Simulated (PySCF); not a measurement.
C11H13 (charge +1).
InChI=1S/C11H13/c1-9-5-3-2-4-6-11(9)10-7-8-10/h2-6,10H,7-8H2,1H3/q+1

Torsions of this conformer, `[CH3:1][c:2]1[cH:3][cH:4][cH:5][cH:6][cH:7][c+:8]1[CH:9]1[CH2:10][CH2:11]1`: C7–C8–C9–C10 17°.

The closed-shell ground state was solved at several levels (PySCF, density fitting, gas phase, non-relativistic). One conformer (not necessarily the lowest) at the PBE0-D3(BJ)/def2-SVP geometry, without solvent, vibrations or thermal averaging.

```csv
level,basis functions,total energy (Eh),HOMO (eV),LUMO (eV),gap (eV)
wB97X-D/def2-SVPD,324,-426.2560,-13.65,-5.39,8.26
HF/pcSseg-1,252,-423.7561,-13.97,-3.71,10.26
PBE0/pcSseg-1,252,-426.1230,-11.98,-7.09,4.89
```

(1) What might B3LYP/pcJ-1 (427 basis functions) give for the same quantities?

(2) Over all these levels, which gives the widest orbital gap and which the narrowest?

Answers

(1) Total energy -426.7199 Eh, HOMO -11.73 eV, LUMO -7.20 eV, gap 4.53 eV.

(2) HF/pcSseg-1 (Hartree–Fock, all exact exchange) has the widest, 10.26 eV, and B3LYP/pcJ-1 (global hybrid, 20 % exact exchange) the narrowest, 4.53 eV. Functional and basis both differ between the two, so the spread mixes both effects. The HOMO need not be the same orbital at Hartree–Fock and at DFT levels.

Note: wB97X-D ran without an empirical dispersion term, which enters the total energy and its gradient alone.
